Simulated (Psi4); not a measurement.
disilicic acid (H6O7Si2), singlet, at a GFN2-xTB geometry; M06-2X/STO-3G (Psi4 1.11).

Input for Psi4:
```
memory 2 GB

molecule mol {
0 1
O     2.794806    0.383544    0.452986
Si    1.396571   -0.425781    0.360053
O     1.408270   -1.476048   -0.865582
O     1.178405   -1.214469    1.754064
O     0.206106    0.677754    0.120164
Si   -1.335717    0.527135   -0.326687
O    -1.774083    1.900231   -1.079307
O    -1.431485   -0.798978   -1.270158
O    -2.370535    0.294511    0.896270
H     3.125507    0.821255   -0.325658
H     0.548543   -1.734278   -1.198057
H     1.347391   -0.758419    2.573480
H    -1.173091    2.299273   -1.701459
H    -2.296899   -1.173921   -1.412719
H    -2.495262    0.994772    1.529795
}

set {
  basis sto-3g
  reference rks
  dft_nuclear_scheme becke
}

energy('m06-2x')
print_variables()
```

What the program printed (banner, timings and long lists left out):

```
   => Loading Basis Set <=

    Name: STO-3G
    Role: ORBITAL
    Keyword: BASIS

         ---------------------------------------------------------
                                   SCF
               by Justin Turney, Rob Parrish, Andy Simmonett
                          and Daniel G. A. Smith
                              RKS Reference
         ---------------------------------------------------------

  ==> Geometry <==

    Molecular point group: c1
    Full point group: C1

    Geometry (in Angstrom), charge = 0, multiplicity = 1:

       Center              X                  Y                   Z               Mass
    ------------   -----------------  -----------------  -----------------  -----------------
         O            2.789431378494     0.386109607461     0.449941564646    15.994914619570
         SI           1.391196378494    -0.423215392539     0.357008564646    27.976926534650
         O            1.402895378494    -1.473482392539    -0.868626435354    15.994914619570
         O            1.173030378494    -1.211903392539     1.751019564646    15.994914619570
         O            0.200731378494     0.680319607461     0.117119564646    15.994914619570
         SI          -1.341091621506     0.529700607461    -0.329731435354    27.976926534650
         O           -1.779457621506     1.902796607461    -1.082351435354    15.994914619570
         O           -1.436859621506    -0.796412392539    -1.273202435354    15.994914619570
         O           -2.375909621506     0.297076607461     0.893225564646    15.994914619570
         H            3.120132378494     0.823820607461    -0.328702435354     1.007825032230
         H            0.543168378494    -1.731712392539    -1.201101435354     1.007825032230
         H            1.342016378494    -0.755853392539     2.570435564646     1.007825032230
         H           -1.178465621506     2.301838607461    -1.704503435354     1.007825032230
         H           -2.302273621506    -1.171355392539    -1.415763435354     1.007825032230
         H           -2.500636621506     0.997337607461     1.526750564646     1.007825032230

  Running in c1 symmetry.

  Rotational constants: A =      0.06940  B =      0.02533  C =      0.02521 [cm^-1]
  Rotational constants: A =   2080.69460  B =    759.48343  C =    755.90098 [MHz]
  Nuclear repulsion =  746.769732296982738

  Charge       = 0
  Multiplicity = 1
  Electrons    = 90
  Nalpha       = 45
  Nbeta        = 45

  ==> Algorithm <==

  SCF Algorithm Type is DF.
  DIIS enabled.
  MOM disabled.
  Fractional occupation disabled.
  Guess Type is SAD.
  Energy threshold   = 1.00e-06
  Density threshold  = 1.00e-06
  Integral threshold = 1.00e-12

  ==> Primary Basis <==

  Basis Set: STO-3G
    Blend: STO-3G
    Number of shells: 37
    Number of basis functions: 59
    Number of Cartesian functions: 59
    Spherical Harmonics?: true
    Max angular momentum: 1

  ==> DFT Potential <==

   => LibXC <=

    Version 7.1.2
    S. Lehtola, C. Steigemann, M. J. T. Oliveira, and M. A. L. Marques,  SoftwareX 7, 1–5 (2018) (10.1016/j.softx.2017.11.002)

   => Composite Functional: M06-2X <=

    Hybrid M06-2X Meta-GGA XC Functional  (10.1007/s00214-007-0310-x)
    Y. Zhao and D. G. Truhlar,  Theor. Chem. Acc., 120, 215, 2008

    Deriv               =              1
    GGA                 =           TRUE
    Meta                =           TRUE

    Exchange Hybrid     =           TRUE
    MP2 Hybrid          =          FALSE

   => Exchange Functionals <=

    1.0000   XC_HYB_MGGA_X_M06_2X

   => Exact (HF) Exchange <=

    0.5400               HF

   => Correlation Functionals <=

    1.0000   XC_MGGA_C_M06_2X

   => LibXC Density Thresholds  <==

    XC_MGGA_C_M06_2X:  1.00E-12
    XC_HYB_MGGA_X_M06_2X:  1.00E-15

   => Molecular Quadrature <=

    Radial Scheme          =       TREUTLER
    Pruning Scheme         =           NONE
    Nuclear Scheme         =          BECKE

[...]
    Keyword: DF_BASIS_SCF

  ==> Integral Setup <==

  SCF_SUBTYPE=INCORE selected. In-core MEM_DF algorithm will be used.
  Using in-core AOs.

  ==> MemDFJK: Density-Fitted J/K Matrices <==

    J tasked:                   Yes
    K tasked:                   Yes
    wK tasked:                   No
    Algorithm:                 Core
    Schwarz Cutoff:           1E-12
    Mask sparsity (%):       5.8604
    Fitting Condition:        1E-10

   => Auxiliary Basis Set <=

  Basis Set: (STO-3G AUX)
    Blend: DEF2-UNIVERSAL-JKFIT
    Number of shells: 287
    Number of basis functions: 903
    Number of Cartesian functions: 1081
    Spherical Harmonics?: true
    Max angular momentum: 4

  Minimum eigenvalue in the overlap matrix is 3.0867328296E-01.
  Reciprocal condition number of the overlap matrix is 1.4966254225E-01.
    Using symmetric orthogonalization.

  ==> Pre-Iterations <==

  SCF Guess: Superposition of Atomic Densities via on-the-fly atomic UHF (no occupation information).

   -------------------------
    Irrep   Nso     Nmo
   -------------------------
     A         59      59
   -------------------------
    Total      59      59
   -------------------------

  ==> Iterations <==

                           Total Energy        Delta E     RMS |[F,P]|

   @DF-RKS iter SAD: -1091.71491448413894   -1.09171e+03   0.00000e+00
   @DF-RKS iter   1: -1094.96204450198047   -3.24713e+00   1.01231e-02 DIIS/ADIIS
   @DF-RKS iter   2: -1095.18219418877516   -2.20150e-01   4.77217e-03 DIIS/ADIIS
   @DF-RKS iter   3: -1095.23059759064495   -4.84034e-02   3.81223e-04 DIIS/ADIIS
   @DF-RKS iter   4: -1095.23090605822767   -3.08468e-04   2.28783e-04 DIIS/ADIIS
   @DF-RKS iter   5: -1095.23101810889784   -1.12051e-04   2.99421e-05 DIIS
   @DF-RKS iter   6: -1095.23102047911789   -2.37022e-06   8.20022e-06 DIIS
   @DF-RKS iter   7: -1095.23102066851766   -1.89400e-07   2.48352e-06 DIIS
   @DF-RKS iter   8: -1095.23102068892513   -2.04075e-08   3.22028e-07 DIIS
  Energy and wave function converged.

  ==> Post-Iterations <==

   Electrons on quadrature grid:
      Ntotal   =   90.0001640987 ; deviation = 1.641e-04

    Orbital Energies [Eh]
    ---------------------

    Doubly Occupied:

[...]
    Virtual:

[...]
    Final Occupation by Irrep:
              A
    DOCC [    45 ]
    NA   [    45 ]
    NB   [    45 ]

  @DF-RKS Final Energy: -1095.23102068892513

   => Energetics <=

    Nuclear Repulsion Energy =            746.7697322969827383
    One-Electron Energy =               -3012.2117940631565034
    Two-Electron Energy =                1220.6917853108507188
    DFT Exchange-Correlation Energy =     -50.4807442336022874
    Empirical Dispersion Energy =           0.0000000000000000
    VV10 Nonlocal Energy =                  0.0000000000000000
    Total Energy =                      -1095.2310206889251276

Computation Completed

Properties will be evaluated at   0.000000,   0.000000,   0.000000 [a0]

Properties computed using the SCF density matrix

 Multipole Moments:

 ------------------------------------------------------------------------------------
     Multipole            Electronic (a.u.)      Nuclear  (a.u.)        Total (a.u.)
 ------------------------------------------------------------------------------------

 L = 1.  Multiply by 2.5417464519 to convert [e a0] to [Debye]
 Dipole X            :          0.5426566           -0.9140585           -0.3714019
 Dipole Y            :          0.2884637            0.4363428            0.7248065
 Dipole Z            :          0.3123108           -0.5177796           -0.2054689
 Magnitude           :                                                    0.8399412

 ------------------------------------------------------------------------------------

  Variable Map:
  ----------------------------------------------------------------------------
[...]
  Array Variable Map:
  ----------------------------------------------------------------------------
[...]
[...]
```
